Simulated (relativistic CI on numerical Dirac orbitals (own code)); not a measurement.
# Fe: what numerical and physical settings do to a radial Dirac CI calculation

Reference input:

```
atom Fe  Z=26  charge=0  electrons=26
nucleus A=56  rms_radius_fm=3.7377
hamiltonian dirac-coulomb  breit=on  qed=on  c_scale=1
orbitals kli  potential=per-configuration
slater_scale 1
correlation none
mixing on
grid step=0.0125 r_max=149
scf mixing=0.4 start=green max_iterations=150 tolerance=2e-08 node_fill=0.05
configurations
  [Ar] 3d6 4s2
end
```

Computed lowest total energy -1270.74220 Ha, first excitation 406.4 cm⁻¹, 11 SCF steps. Runs with settings changed; * marks those that are bad on purpose:

```csv
Changed,Outcome,Lowest level,ΔE (Ha),First excitation (cm⁻¹),SCF steps,Message
"SCF mixing 0.9, nuclear radius 3.3639 fm",converged,3d6 5D_4,-0.000717,406.4,14,
QED terms off,converged,3d6 5D_4,-0.313,404.6,11,
"start potential bare, SCF tolerance 0.0001",converged,3d6 5D_4,-4.44e-07,406.4,16,
"end of the grid at 104.3 bohr, start potential bare, nuclear radius 4.859 fm",converged,3d6 5D_4,0.0027,406.4,20,
grid step 0.08 *,converged,3d6 5D_4,0.000426,406.3,11,
SCF tolerance 0.3 *,converged,3d6 5D_4,0.103,420.1,2,
```

With so few configurations and no correlation, terms lie too far apart (by 10 to 50 % near neutrality), their order can be wrong, and levels of other configurations are missing.
